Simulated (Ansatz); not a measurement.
H3OSi (SMILES [O][SiH3]), charge 0, multiplicity 2, relaxed at each level with Ansatz (a quantum-chemistry and plane-wave program); harmonic frequencies from differences of analytic forces, average atomic masses, frozen cores. Open shells are unrestricted.

```
level                              harmonic frequencies (cm⁻¹)  ZPE (eV)  cost over HF/def2-TZVPP (rough)
-------------------  -----------------------------------------  --------  -------------------------------
HF/def2-TZVPP        420 692 886 1000 1034 1068 2333 2338 2346     0.751                               ×1
r2SCAN/def2-TZVPP       524 540 844 866 879 989 2136 2211 2214     0.695                               ×1
B3LYP/def2-TZVPP        527 541 832 887 900 994 2159 2223 2224     0.700                               ×1
wB97X-V/def2-TZVPP      511 565 840 912 930 998 2227 2257 2258     0.713                               ×2
CCSD(T)/cc-pV(D+d)Z    501 596 797 919 948 1010 2234 2261 2263     0.715                               ×4
CCSD(T)/cc-pV(T+d)Z    501 585 838 924 942 1007 2221 2253 2253     0.714                                -
```
